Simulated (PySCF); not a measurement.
SMILES C=[CH][Al]([OH])[OH], singlet at its B3LYP/def2-SVP optimised geometry (Å):

```
10

Al    -0.1717     0.7647     0.0000
C     -1.0497    -0.9570    -0.0014
C     -0.3680    -2.1159    -0.0028
H     -2.1470    -1.0251    -0.0008
H     -0.8664    -3.0947    -0.0032
H      0.7284    -2.1448    -0.0037
O      1.5327     0.7647     0.0000
H      2.1470     1.5017    -0.0033
O     -1.1298     2.1739     0.0000
H     -0.8595     3.0947     0.0135
```

Level of theory: B3LYP/def2-TZVP run with PySCF 2.14.0. Cells within 0.4 Å of a nucleus heavier than hydrogen are left out (blank, or x).

Map of the electrostatic potential (hartree/e), clipped to [-0.08, 0.12] on the plane z = 0.0 Å:

```
|33333333444444444444444444444|
|33333333444455544444444444444|
|33333333445555555444444444444|
|33333333445676655544444444444|
|33333333346999765555444444444|
|33333322348999865555555444444|
|33332222239999965555555544444|
|33332211039999755566665544444|
|33332210059xx9766579986554444|
|33322210049x99997699997554444|
|33332211029999999999997544443|
|33332222238999999999996444433|
|3333332234999xx99xx9954433333|
|333333333599999999x9522333333|
|33333334459999999994012233333|
|33333346999999997310012233333|
|33333459999xx9975311112233333|
|33333459999xx9975432222233333|
|33333447999999999843222333333|
|3333334455899xx99964333333333|
|3333333444699x999964333333333|
|33333333447999999854333333333|
|33333333449999965443333333333|
|33333333447999544433333333333|
|33333333445775433333333333333|
|33333333344444433333333333333|
|33333333344444333333333333333|
|33333333333333333333333333333|
|33333333333333333333333333333|
```
Scale: ten equal steps from -0.072 (start of '0') to 0.120 (end of '9'), in the order '0123456789'; x runs from -5.50 to 5.50, y from -5.50 (bottom) to 5.50 (top).
